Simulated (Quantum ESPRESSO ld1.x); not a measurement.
The numbers below are computed, except where a source is named.
These are the eigenvalues of the occupied orbitals of an atom or ion with whole-number occupations (eV). Code: ld1.x of Quantum ESPRESSO 7.5. Model: Dirac Kohn-Sham, PBE, spin-unpolarised, spherical densities, point nucleus.

orbital  eigenvalue
1s1/2    -73786.889
2s1/2    -12854.761
2p1/2    -12306.181
2p3/2    -10774.745
3s1/2     -3004.060
3p1/2     -2759.106
3p3/2     -2425.138
3d3/2     -2015.668
3d5/2     -1943.342
4s1/2      -647.138
4p1/2      -544.409
4p3/2      -465.966
4d3/2      -297.631
4d5/2      -283.103
5s1/2      -108.121
5p1/2       -76.528
4f5/2       -70.115
4f7/2       -67.310
5p3/2       -64.334
5d3/2       -23.396
5d5/2       -22.261

Which element is it, and in what charge state? The configuration may be excited. Open shells, if any, fill j = l - 1/2 first.

Answer. Z = 76, osmium, charge +2: Os2+ in [Xe] 4f14 5d6. The list shows which subshells hold electrons but not how many an open one holds; the 1s level, -2711.6 hartree, gives Z - s = 73.6 by -(Z - s)^2/2, which with screening and relativity narrows Z to a few neighbours, and the depths of the outer levels then fix element, charge and occupations together.
